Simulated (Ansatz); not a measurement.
```yaml
crystal:
  periodic: [false, false, false]
  atoms:
    - {symbol: O, position_ang: [-1.800062, -0.642436, 0.053059]}
    - {symbol: In, position_ang: [0.031544, 0.128620, -0.088916]}
    - {symbol: F, position_ang: [0.893726, 1.529884, -0.787539]}
    - {symbol: H, position_ang: [0.593726, 1.529884, -0.837539]}
basis:
  gaussian: {orbitals: def2-mTZVPP}
magnetization: {spin_polarized: true, initial_magnetization: 1}
hamiltonian: {xc: {name: r2SCANh}, dispersion: d3bj}
scf: {lower_state_search: off}
```

```sh
$ ansatz run in.yaml --threads 2 --pin off --events-out ev --progress --plain --max-ram 32768MiB --backend cpu
```

It prints (some lines left out):

```
Warning: the engine holds no damping parameters fitted to this dispersion correction and functional, so the run takes those fitted to r2scanh beside the three-body term, which d3bj leaves out (hamiltonian.dispersion, under Limitations)
Functional definition: r2SCANh
725 factors; their error is unknown
mean field evaluation 1: about -9828.2583 eV, gradient 8.3e1 eV
mean field evaluation 2: about -9637.2599 eV, gradient 1.4e2 eV
mean field evaluation 4: about -9836.5261 eV, gradient 5.0e1 eV
mean field evaluation 8: about -9850.7996 eV, gradient 2.2e0 eV
mean field evaluation 16: about -9850.9312 eV, gradient 6.2e-3 eV
mean field -9850.93118919 eV, -362.0150440017 hartree, gradient 6.0e-6 eV, S^2 0.771057; 0 other end points of the search recorded, 0 dependent functions left out
reference -9850.93121367 eV, -362.0150449013 hartree; 20, 19 occupied and 69, 70 virtual orbitals, 725 factors
Total energy: -9850.94315504 eV, -362.0154837385 hartree
Checks for a lower state left out: stability, starts, cluster_reference, orbital_swaps, neighbouring_geometries, increment
```

Task: What is wrong with this run?

Result: One atom was put on top of another. Self-consistency was reached. The result belongs to that input, not to the molecule as meant.
